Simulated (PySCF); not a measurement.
In: excitation energy

In [Kr] 4d10 5s2 5p1 (2P) → In [Kr] 4d10 5s1 5p2 (4P), as a difference of total energies. Computed with PySCF 2.14 in x2c-TZVPPall with one added diffuse shell each of s, p, d, f type (9s7p5d3f, 76 functions), with the spin-free X2C one-electron Hamiltonian (Gaussian nucleus). Correlated levels: valence and next inner shell: [Ar] 3d10 frozen. The calculations carry no spin-orbit coupling.

```csv
method,excitation energy (eV),error (eV)
UHF,2.917,-1.433
MP2 (valence and next inner shell),4.290,-0.060
SCS-MP2 (valence and next inner shell),4.428,+0.078
CCSD (valence and next inner shell),4.201,-0.149
CCSD(T) (valence and next inner shell),4.283,-0.067
```

Reference: 4.350 eV (measured; NIST levels, between the centres of gravity of the two terms).

Errors of the correlated levels include the incompleteness of this basis and the frozen core.
